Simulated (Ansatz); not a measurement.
C4H10Ga (SMILES C[CH2][Ga][CH2]C), doublet, at a GFN2-xTB geometry (such geometries of metal compounds can be far from the true shape) (the spin is typed, not shown lowest); B3LYP/3-21G (Ansatz, an electronic-structure program).

Ansatz was given this input:
Ansatz 0.2 input:
```yaml
crystal:
  periodic: [false, false, false]
  atoms:
    - {symbol: Ga, position_ang: [0.29340128, 0.50836501, 0.43322497]}
    - {symbol: C, position_ang: [1.39032336, -1.33519047, 0.94378139]}
    - {symbol: C, position_ang: [1.02252615, -2.39459966, -0.08734467]}
    - {symbol: H, position_ang: [1.11211080, -1.66803198, 1.94993458]}
    - {symbol: H, position_ang: [2.47100930, -1.15629593, 0.94192441]}
    - {symbol: H, position_ang: [1.31280384, -2.07454094, -1.08980203]}
    - {symbol: H, position_ang: [-0.05457994, -2.57102279, -0.09045035]}
    - {symbol: H, position_ang: [1.51973782, -3.34585680, 0.11933185]}
    - {symbol: C, position_ang: [-1.36430948, 0.31834187, -1.00744777]}
    - {symbol: C, position_ang: [-2.01998177, 1.66525240, -1.29034187]}
    - {symbol: H, position_ang: [-2.09823473, -0.38438905, -0.59614511]}
    - {symbol: H, position_ang: [-0.97066620, -0.11730328, -1.93293337]}
    - {symbol: H, position_ang: [-1.29452604, 2.36707791, -1.70634517]}
    - {symbol: H, position_ang: [-2.42301241, 2.09814249, -0.37271991]}
    - {symbol: H, position_ang: [-2.84143175, 1.57008050, -2.00465158]}
basis:
  gaussian:
    orbitals: 3-21G.json
hamiltonian:
  xc: b3lyp
magnetization: {spin_polarized: true, initial_magnetization: 1}
```
The basis file holds 3-21G in the JSON format of the Basis Set Exchange.

The log (banner, timings and long lists left out):

```
Functional definition: B3LYP
917 factors; integrals over basis functions are off by at most 1.1e-3 eV
mean field evaluation 1: about -56399.0329 eV, gradient 4.6e1 eV
mean field evaluation 2: about -56389.6882 eV, gradient 5.9e1 eV
mean field evaluation 4: about -56409.6879 eV, gradient 3.0e0 eV
mean field evaluation 8: about -56409.7269 eV, gradient 2.6e-1 eV
mean field evaluation 16: about -56409.7273 eV, gradient 1.4e-4 eV
mean field -56409.72728356 eV, -2073.0192417844 hartree, gradient 3.1e-5 eV, S^2 0.753046; 0 other end points of the search recorded, 0 dependent functions left out
reference -56409.72754760 eV, -2073.0192514877 hartree; 33, 32 occupied and 46, 47 virtual orbitals, 917 factors
Total energy: -56409.72754760 eV, -2073.0192514877 hartree
```
